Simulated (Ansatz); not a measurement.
`CCBB[SiH3]` + H₂ → `BBCC` + SiH₄  (hydrogenolysis of a B–Si bond)

Gas-phase electronic energies from Ansatz, PBE0-D4/def2-TZVP geometries. CCSD(T)/CBS adds triple-zeta CCSD(T) − MP2 to the extrapolated MP2 energy (def2 sets, frozen cores). This one scheme is used for every species. DFT in def2-TZVPP. One conformer a species, not always the lowest.

`CCBB[SiH3]`:

Cartesian coordinates in Å:
```
C -2.426 -0.166 1.153
C -1.128 -0.553 0.453
B -0.239 0.618 -0.081
B 0.887 0.600 -1.252
Si 2.773 -0.002 -0.873
H -3.126 0.301 0.456
H -2.239 0.552 1.955
H -2.928 -1.034 1.587
H -1.304 -1.328 -0.300
H -0.449 -1.032 1.183
H -0.302 1.671 0.517
H 0.680 0.960 -2.378
H 3.786 0.941 -1.425
H 3.077 -0.213 0.569
H 2.938 -1.315 -1.566
```

H₂:

Cartesian coordinates in Å:
```
H 0.017 0.090 0.362
H -0.017 -0.090 -0.362
```

`BBCC`:

Cartesian coordinates in Å:
```
B -0.382 1.855 0.587
B 0.471 0.495 0.924
C 0.499 -0.865 0.154
C -0.370 -1.008 -1.090
H 0.063 2.738 -0.094
H -1.471 2.058 1.050
H 1.175 0.561 1.906
H 0.259 -1.646 0.891
H 1.555 -1.069 -0.081
H -0.099 -0.267 -1.847
H -0.275 -1.995 -1.549
H -1.426 -0.858 -0.852
```

SiH₄:

Z-matrix (Å, degrees):
```
Si
H 1 1.485
H 1 1.485 2 109.5
H 1 1.485 2 109.5 3 -120.0
H 1 1.485 2 109.5 3 120.0
```

| level | ΔE (kJ/mol) |
| --- | --- |
| r2SCAN-D4 | -17.4 |
| PBE | -15.5 |
| PBE0 | -22.6 |
| HF/def2-QZVPP | -58.1 |

Question: What does CCSD(T)/CBS give? (An estimate is asked.)

Answer: The calculation gave: -24.5 kJ/mol. The listed levels differ from it by 7.1, 9.0, 1.9, -33.6 kJ/mol.

Largest T1 diagnostic among the species: 0.013.

The D4 term adds +7.9 kJ/mol with B3LYP and +4.6 kJ/mol with PBE0; it sums over pairs of atoms, weighted by their polarisabilities, and B3LYP, whose exchange is more repulsive, gets the larger term. From PBE to PBE0 (25 % exact exchange), in def2-TZVPP and without D4, ΔE moves by −7.1 kJ/mol.

B3LYP here is the variant with VWN-RPA as its local correlation; programs differ in this.
